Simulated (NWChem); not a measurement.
## Correlation energy of AuCl

```
Au
Cl 1 2.2530
```
Charge 0, spin multiplicity 1.

The numbers come from NWChem runs, not from measurements. The geometry was optimised at PBE0/def2-SVP with def2 effective core potentials on Au, a minimum by its harmonic frequencies.

Basis set: def2-TZVP. Each correlation energy counts from its own Hartree-Fock reference.

```tsv
method	correlation energy (mHa)	difference from CCSD(T)
MP2	-478.1	+15.7
SCS-MP2	-443.1	+50.7
CR-CCSD[T]	-491.3	+2.6
CR-CCSD(T)	-490.2	+3.7
CCSD	-478.3	+15.6
CCSD+T(CCSD)	-495.4	-1.6
CCSD(T)	-493.9	0.0
```

The values span 52.3 mHa, from CCSD+T(CCSD) (lowest) to SCS-MP2 (highest). 

Effective core potentials replace the inner electrons of Au; spin-orbit coupling is left out. The correlated methods keep 9 core orbitals frozen. The structure started from a generated list of species. Coupled-cluster values serve here as a point of comparison, not as the truth.
